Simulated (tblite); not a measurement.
Species: C6H4ClO (doublet state).
Geometry (GFN2-xTB, Å), atoms numbered from 1 in this order:
```
atom  x, y, z in Å
O1     1.9541    1.2885    0.0243
C2     0.8536    0.5149    0.0087
C3    -0.4114    1.0936   -0.0050
C4    -1.5533    0.3175   -0.0195
C5    -1.4674   -1.0746   -0.0205
C6    -0.2157   -1.6096   -0.0076
C7     0.9354   -0.8900    0.0064
Cl8    2.5194   -1.6271    0.0230
H9     2.7384    0.7157    0.0301
H10   -0.4722    2.1703   -0.0041
H11   -2.5254    0.7868   -0.0310
H12   -2.3543   -1.6868   -0.0308
```

Structure optimised with GFN2-xTB, isolated species. This method treats the open shell by occupation alone, without spin polarisation.

Masses are those of the commonest isotopes; rigid-rotor values at the optimised geometry. The values belong to one conformer with, in the numbering `[OH:1][c:2]1[cH:3][cH:4][cH:5][c:6][c:7]1[Cl:8]`, H–O1–C2–C3 180°.

**Question.** Give the principal moments of inertia and the rotational constants in GHz.

**Answer.** Ia = 159.41, Ib = 327.96, Ic = 487.37 u·Å²; 505379 MHz·u·Å²/I gives 3170, 1541 and 1037 MHz, that is A = 3.1704, B = 1.5410, C = 1.0370 GHz.

**Question.** Classify the top.

**Answer.** An asymmetric top. Ray's parameter κ = (2B − A − C)/(A − C) = -0.528; −1 is the prolate and +1 the oblate limit.

**Question.** Is it planar, by Δ = Ic − Ia − Ib?

**Answer.** Planar: Δ = Ic − Ia − Ib = 0.00 u·Å². For a rigid frame Δ = −2 Σ m c², so it vanishes when all atoms lie in the ab plane; here none is more than 0.01 Å from it.

**Question.** List the rotational levels J(Ka,Kc) to J = 2 (MHz).

**Answer.** Above 0(0,0):
J = 1: 1(0,1) 2578, 1(1,1) 4207, 1(1,0) 4711
J = 2: 2(0,2) 7634, 2(1,2) 8859, 2(1,1) 10371, 2(2,1) 15259, 2(2,0) 15359
Those of J = 1 are B + C, A + C and A + B.

**Question.** Estimate the classical rotational partition function at 25 K, 50 K and 500 K.

**Answer.** Point group Cs, symmetry number σ = 1; q = (√π/σ)·√((kT/h)³/(ABC)), k/h = 20836.6 MHz/K: 9360 at 25 K, 26500 at 50 K, 837000 at 500 K.

For this open shell read J as N, the rotation without spin; fine and hyperfine splittings come on top. Its GFN2-xTB frequencies are all real (lowest 137 cm⁻¹). Constants of a rigid frame at the computed geometry: no zero-point averaging, no centrifugal distortion.
